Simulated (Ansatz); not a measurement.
Compare A (`N[SiH2]O[SiH2]N`) with its isomer B (`N[SiH](O)N[SiH3]`).

Gas-phase electronic energies from Ansatz, PBE0-D4/def2-TZVP geometries. CCSD(T)/CBS adds triple-zeta CCSD(T) − MP2 to the extrapolated MP2 energy (def2 sets, frozen cores). DFT in def2-TZVPP. B3LYP here is the variant with VWN-RPA as its local correlation; programs differ in this. Each species was taken in one conformer, which may not be the lowest.

(1) Which is lower in electronic energy at CCSD(T)/CBS, and by how much? (An estimate is asked.)

(2) Give E(B) − E(A) in kcal/mol with MP2/def2-TZVPP, r2SCAN-D4, CCSD(T)/def2-SVP, B3LYP, B2PLYP, HF/def2-TZVPP, CCSD(T)/def2-TZVPP. (An estimate is asked.)

Largest T1 diagnostic: 0.011.

## Answers

(1) Computed: A, by 10.3 kcal/mol.

(2) The calculation gave: MP2/def2-TZVPP 10.1, r2SCAN-D4 10.0, CCSD(T)/def2-SVP 8.9, B3LYP 12.0, B2PLYP 11.5, HF/def2-TZVPP 13.7, CCSD(T)/def2-TZVPP 10.0. None reverses the order clearly.

Leaving LDA and LC-ωPBE aside and taking each functional with its dispersion term where it has one, the values, not all of them listed here, spread over 3.5 kcal/mol, from revPBE-D4 to BHLYP-D4. LDA lies −1.2 kcal/mol from PBE without D4. In def2-TZVPP, CCSD(T) changes the Hartree–Fock value by −3.7 kcal/mol (the triples alone add −0.6 kcal/mol) and MP2 by −3.6 kcal/mol.
